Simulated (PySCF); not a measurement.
## Correlation energy of S²⁺ (sulfur, charge +2)

[Ne] 3s2 3p2, high-spin 3P determinant. All numbers are calculated (PySCF 2.14, the spin-free X2C one-electron Hamiltonian (Gaussian nucleus), in aug-cc-pVDZ-DK). Frozen: [Ne]; 4 electrons correlated.

MP2 pair energies summed by pair of shells (mhartree):

| pair | energy | share (%) |
| --- | --- | --- |
| 3s-3p | -32.26 | 60.8 |
| 3s-3s | -15.24 | 28.7 |
| 3p-3p | -5.54 | 10.4 |

Total MP2 correlation energy: -53.04 mhartree.

Same-spin part -8.40 and opposite-spin part -44.64 mhartree; SCS-MP2 scales them by 1/3 and 6/5 to -56.37 mhartree.

```json
{"level": "CCSD", "correlation energy (mhartree)": "-74.45"}
{"level": "(T)", "correlation energy (mhartree)": "-0.89"}
{"level": "CCSD(T)", "correlation energy (mhartree)": "-75.34"}
```

Diagnostics: T1 = 0.0072, D1 = 0.0195, largest double amplitude 0.106.

Cost of the coupled-cluster step: 0.16 s of wall time on 1 thread of Neoverse-V1 (shared host), for 4 correlated electrons.
